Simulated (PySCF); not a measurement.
C₃H₇NOSi. Atoms are numbered in the order given.

```xyz
13

C      1.9839    -0.8538    -0.0375
C      0.7314    -0.3018     0.6261
O      0.6669     1.1410     0.3852
C     -0.4632     1.5218    -0.2585
N     -1.4077     0.7423    -0.6009
Si    -0.9662    -0.8862    -0.0870
H      2.0980    -1.9240     0.1985
H      1.9322    -0.7531    -1.1333
H      2.8844    -0.3251     0.3131
H      0.7957    -0.4215     1.7198
H     -0.4514     2.6070    -0.4434
H     -1.8993    -1.4531     0.9249
H     -0.8263    -1.8447    -1.2185
```

Coordinates come from a B3LYP-D3(BJ)/def2-SVP optimisation. The structure was generated by enumeration; whether it is a known compound was not checked. One conformer was computed; it need not be the lowest.

Level of theory: B3LYP-D3(BJ)/def2-SVP (PySCF).

Frequencies are harmonic and unscaled.

### Question
Estimate the vibrational spectrum. (The exact figures need the calculation; the answer reports its results.)

### Answer

```csv
mode,ν (cm⁻¹),IR (km/mol),Raman (Å⁴/amu),depolarisation,moving atoms (share of kinetic energy)
1,100,0.1,0.1,0.62,"N 29 %, C 23 %, O 23 %, H 19 %"
2,241,0.2,0.2,0.62,H 94 %
3,247,0.1,1.3,0.47,"H 41 %, C 37 %, Si 16 %"
4,352,0.5,3.7,0.75,"H 41 %, C 40 %, N 13 %"
5,456,11.2,3.6,0.74,"O 27 %, C 25 %, H 24 %, Si 13 %, N 12 %"
6,509,18.9,3.9,0.53,"O 27 %, Si 25 %, H 19 %, C 19 %, N 10 %"
7,570,11.5,13.0,0.34,"H 51 %, C 27 %, Si 19 %"
8,669,23.4,6.0,0.60,"H 45 %, C 34 %, Si 16 %"
9,692,33.6,9.8,0.75,"H 79 %, N 13 %"
10,746,34.6,12.1,0.09,"N 35 %, Si 28 %, C 24 %, H 11 %"
11,792,34.0,2.7,0.66,"H 62 %, N 17 %, C 10 %"
12,826,9.1,11.6,0.74,"C 40 %, H 33 %, O 21 %"
13,883,42.5,2.3,0.18,"O 45 %, N 23 %, H 21 %, C 8 %"
14,980,135.1,12.5,0.74,H 94 %
15,985,17.4,4.5,0.69,"H 76 %, C 22 %"
16,993,2.5,2.7,0.75,"H 64 %, C 32 %"
17,1048,15.3,2.7,0.74,"C 49 %, H 47 %"
18,1127,1.5,2.4,0.49,"C 58 %, H 40 %"
19,1131,254.2,1.7,0.57,"C 50 %, O 26 %, H 19 %"
20,1254,23.7,3.0,0.68,"H 54 %, C 34 %, O 11 %"
21,1335,2.6,2.6,0.74,"H 81 %, C 13 %"
22,1359,3.2,7.3,0.71,"H 82 %, N 9 %"
23,1395,2.5,3.8,0.69,"H 78 %, C 22 %"
24,1455,5.4,15.7,0.73,H 96 %
25,1476,6.4,14.8,0.75,H 96 %
26,1685,287.2,10.3,0.07,"C 56 %, N 39 %"
27,2231,115.9,114.7,0.32,H 96 %
28,2236,120.8,171.4,0.19,H 97 %
29,3028,18.4,134.4,0.01,H 97 %
30,3064,11.4,120.3,0.37,H 92 %
31,3115,15.8,90.2,0.70,"H 90 %, C 10 %"
32,3116,17.1,48.7,0.68,"H 91 %, C 9 %"
33,3127,29.4,200.3,0.30,"H 91 %, C 9 %"
```
